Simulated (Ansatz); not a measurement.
Cartesian coordinates in Å:
```
C 1.787 0.387 0.926
Si 0.040 0.975 0.838
F -0.067 2.054 -0.345
O -0.992 -0.233 0.494
Si -1.461 -1.176 -0.759
O -0.552 -0.894 -2.095
H 2.082 -0.074 -0.020
H 1.902 -0.356 1.719
H 2.469 1.215 1.133
H -0.427 1.638 2.074
H -1.229 -2.592 -0.409
H -2.893 -0.891 -1.015
H -0.659 -0.052 -2.542
```

Total charge 0; spin multiplicity 1.

Problem. List the r2SCAN/def2-TZVPP orbital energies in eV (Ansatz). (Estimate.)

Solution. Ansatz gave: Occupied: -1792.22, -1791.99, -665.99, -516.03, -515.96, -272.81, -142.47, -142.27, -97.40, -97.34, -97.28, -97.18, -97.14, -97.10, -31.13, -26.80, -26.20, -18.50, -15.16, -13.89, -12.67, -11.53, -11.18, -10.89, -10.62, -10.39, -10.11, -9.91, -9.51, -8.86, -8.55, -7.95, -7.55. Lowest empty: 0.18, 0.52, 0.86, 1.29, 1.70, 2.15, 2.52, 2.76.
